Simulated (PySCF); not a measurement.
NbO2Cl, SMILES [O]=[Nb](=[O])[Cl], multiplicity 1. Coordinates come from a PBE0-D3(BJ)/def2-SVP optimisation. The multiplicity is an assumed one; other spin states were not compared. The def2 effective core potentials stand for the cores of Nb; spin–orbit coupling is left out.

The numbers are results of PySCF with PBE0-D3(BJ)/def2-SVP, not measurements.

Harmonic wavenumbers (cm⁻¹): 137, 164, 330, 427, 1004, 1046. Rotational constants (GHz): 7.284, 2.524, 2.027; symmetry number 1.

### Question
Work out the zero-point energy and the ideal-gas rigid-rotor harmonic-oscillator thermochemistry at 298.15 K and 1 atm.

### Answer
ZPE = ½ Σ hcν = ½ × 3108 cm⁻¹ = 4.44 kcal/mol. H − E(el) = 8.08 kcal/mol. Entropy in cal/(mol K): translation 41.13, rotation 26.56, vibration 7.65, total 75.33. G − E(el) = -14.38 kcal/mol. Cp = 15.48 cal/(mol K). Modes under 150 cm⁻¹ make the vibrational entropy uncertain.
